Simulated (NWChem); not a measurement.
Species: BH, singlet; SMILES [BH]

```xyz
2

B      0.0000     0.0000     0.2379
H      0.0000     0.0000    -1.0144
```
Atoms are numbered in this order, from 1.

Results from NWChem. Pople sets run with spherical d functions. Low-valent species are run as closed-shell singlets; no triplet was tried in these runs. All runs use the structure optimised with PBE0/def2-SVP. GIAO values for the isolated, static molecule; σ is the absolute isotropic shielding, δ = σ(reference) − σ with the isolated reference molecule computed at the same levels (11B: boron trifluoride, 1H: tetramethylsilane).

For level B3LYP/6-31G*:

δ B1 (ppm): 300.8
δ H2 (ppm): 10.39

### Question
What are these values for level PBE0/pcSseg-1?

### Answer
- δ B1 (ppm): 357.0
- δ H2 (ppm): 9.01
